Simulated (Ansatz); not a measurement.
The same substitution along the group B, Al, Ga, In.

Isolated molecules relaxed with PBE0-D4/def2-TZVP in Ansatz; ΔE leaves out vibrations. CBS: MP2 limit from def2 TZ/QZ plus the TZ coupled-cluster correction, frozen cores. This one scheme is used for every species. def2 core potentials past Kr. For Ga, In outer-core shells are correlated without core-valence functions, which leaves a few kJ/mol of doubt a bond. Scalar relativity is left out up to krypton. One conformer a species, not always the lowest.

| reaction | MP2/CBS(def2) (kJ/mol) | CCSD(T)/CBS(def2) (kJ/mol) |
| --- | --- | --- |
| `CSB(F)F` + `O[SiH2]S` → `CS[SiH2]O` + `FB(F)S` | 4 | 5 |
| `C[S][Al]([F])[F]` + `O[SiH2]S` → `CS[SiH2]O` + `[F][Al]([F])[SH]` | -8 | -7 |
| `C[S][Ga]([F])[F]` + `O[SiH2]S` → `CS[SiH2]O` + `[F][Ga]([F])[SH]` | -2 | -2 |
| `C[S][In]([F])[F]` + `O[SiH2]S` → `CS[SiH2]O` + `[F][In]([F])[SH]` | -3 | -3 |

Largest T1 diagnostic: 0.016, for `[F][In]([F])[SH]`.
